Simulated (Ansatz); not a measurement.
A nudged elastic band was laid between two geometries of H₄InNS (7 atoms, charge 0, multiplicity 1).

Theory: Ansatz, RKS PBE0/def2-SVP.

| Quantity | Value |
| --- | --- |
| movable images | 5 |
| climbing image | yes |
| spring | 5.0 eV/Å² |
| optimiser | quadratic models (default) |
| start path | through a guess of the saddle point |
| force threshold | 0.05 eV/Å |
| iteration limit | 58 |
| end points | relaxed |

Initial state:

```xyz
7
Properties=species:S:1:pos:R:3
N -0.794 0.305 -1.062
In 0.203 0.602 0.668
S 1.638 -1.224 1.320
H -0.903 -0.624 -1.455
H -1.582 0.889 -1.318
H 0.158 2.054 1.571
H 1.279 -2.003 0.276
```

Final state:

```xyz
7
Properties=species:S:1:pos:R:3
N -0.992 0.425 -1.219
In 0.164 0.340 0.430
S 1.376 -1.739 0.599
H -1.214 -0.410 -1.749
H -1.726 1.117 -1.320
H 0.358 1.632 1.539
H 2.034 -1.366 1.718
```

Problem. What changes between the two ends?

Solution. No bond is made or broken. The dihedral N1–In2–S3–H7 goes from -3 to 177°.

Problem. Give the energies along the band, and the barrier.

Solution. It converged. The highest image is number 3 of 0 to 6, 0.143 eV above the first end and 0.149 eV above the last; the last end lies 0.005 eV below the first. A vibrational analysis at the climbing image gives one clearly imaginary mode, 214i cm⁻¹: a first-order saddle point.

```tsv
image	path coordinate (Å)	energy (eV)	dihedral N1–In2–S3–H7 (°)
0	0.00	0.000	-3
1	0.49	0.034	24
2	0.99	0.108	55
3	1.48	0.143	87
4	2.01	0.106	117
5	2.54	0.033	147
6	3.07	-0.005	177
```

Problem. What is the geometry of the highest image?

Solution. 
```xyz
7
Properties=species:S:1:pos:R:3
N -0.968 0.306 -1.052
In 0.115 0.455 0.636
S 1.074 -1.677 1.324
H -1.200 -0.591 -1.465
H -1.535 1.052 -1.438
H 0.353 1.943 1.454
H 2.161 -1.488 0.540
```

Problem. What are the harmonic wavenumbers there?

Solution. 214i, 116, 164, 323, 338, 450, 461, 626, 635, 694, 1502, 1834, 2703, 3610, 3727 cm⁻¹.

The run took 3.2 min on 1 CPU thread of a shared host.
